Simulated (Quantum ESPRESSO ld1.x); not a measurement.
Problem. These are the eigenvalues of the occupied orbitals of an atom or ion with whole-number occupations (hartree). Method: Dirac Kohn-Sham, PBE, spin-unpolarised, spherical densities, point nucleus; computed with ld1.x of Quantum ESPRESSO 7.5.

1s1/2: -1113.64
2s1/2: -169.982
2p1/2: -159.063
2p3/2: -149.809
3s1/2: -33.8688
3p1/2: -29.4069
3p3/2: -27.6993
3d3/2: -19.8236
3d5/2: -19.4687
4s1/2: -6.13606
4p1/2: -4.62735
4p3/2: -4.31161
4d3/2: -1.92587
4d5/2: -1.87992
5s1/2: -1.07649
5p1/2: -0.75652

Which element is it, and in what charge state? The configuration may be excited. Open shells, if any, fill j = l - 1/2 first.

Solution. Z = 51, antimony, charge +2: Sb2+ in [Kr] 4d10 5s2 5p1. The list shows which subshells hold electrons but not how many an open one holds; the 1s level, -1113.6 hartree, gives Z - s = 47.2 by -(Z - s)^2/2, which with screening and relativity narrows Z to a few neighbours, and the depths of the outer levels then fix element, charge and occupations together.
